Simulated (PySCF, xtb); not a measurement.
Pb(F)(OH) (FHOPb), SMILES [OH][Pb][F] (connectivity only; charge and spin as stated), neutral, multiplicity 1. One conformer was computed; it need not be the lowest.

Harmonic wavenumbers (cm⁻¹) from GFN2-xTB in xtb 6.7.1 at its own minimum, in rising order: 106, 334, 366, 495, 613, 3726.

Problem. What does B3LYP-D3(BJ)/def2-TZVP run with PySCF give at its own minimum? (Estimate from the structure and the level; the computed values follow.)

Solution. 149, 437, 500, 542, 725, 3791. Paired by order, the mean absolute difference is 84 cm⁻¹ and the zero-point energies are 8.1 and 8.8 kcal/mol.
